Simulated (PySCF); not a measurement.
sulfur trioxide (O3S), SMILES O=S(=O)=O.

Geometry: ωB97X-D3(BJ)/def2-TZVP.

Level of theory: HF/def2-TZVPD in PySCF.

Isolated molecule, no solvent.

Computed frontier levels, gap, dipole moment and polarisability:
| Property | Value |
|---|---|
| highest occupied level | -14.68 eV |
| lowest empty level | 0.63 eV |
| orbital gap | 15.32 eV |
| dipole moment | 0.00 D |
| quadrupole, principal values (traceless, Buckingham form, about the centre of nuclear charge) | -3.53, -3.53, 7.06 D·Å |
| mean static polarisability | 25.5 bohr³ (3.78 Å³) |
| polarisability, principal values | 18.9, 28.8, 28.8 bohr³ |
